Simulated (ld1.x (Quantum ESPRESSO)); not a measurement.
# Transferability test, TM potential for palladium (Pd)

Pd, norm-conserving Troullier–Martins (Kleinman–Bylander form), made with ld1.x (Quantum ESPRESSO) 7.5 (PBE, scalar-relativistic). Core [Ar] 3d10, reference 4s2 4p6 4d9 5s0 5p0 (charge +1). Waves: 4s (bound): rc 1.00 bohr; 4p (bound): rc 1.10 bohr; 4d (bound): rc 1.60 bohr. Local part: all-electron potential smoothed inside 1.30 bohr (lloc = -1). Core correction: none.

Energies are relative to the spin-unpolarised reference configuration 4s2 4p6 4d9 5s0 5p0; without spin polarisation the order of configurations can differ from experiment.

| valence configuration | charge | ΔE all-electron (eV) | error AE − PS (meV) |
| --- | --- | --- | --- |
| 4s2 4p6 4d10 5s0 5p0 | 0 | -9.115 | +0.1 |
| 4s2 4p6 4d8 5s0 5p0 | +2 | 20.818 | -0.8 |
| 4s2 4p6 4d7 5s0 5p0 | +3 | 55.178 | 0.0 |
| 4s2 4p6 4d9 5s0 5p1 | 0 | -3.877 | +6.1 |
| 4s2 4p6 4d8 5s1 5p0 | +1 | 4.525 | +44 |

Problem. What are ΔE and the potential's error for 4s2 4p6 4d6 5s0 5p0?

Solution. ΔE = 104.524 eV all-electron; the error (AE − PS) is +9.9 meV.

Problem. What are ΔE and the potential's error for 4s2 4p6 4d9.5 5s0 5p0?

Solution. ΔE = -5.882 eV all-electron; the error (AE − PS) is +0.2 meV.
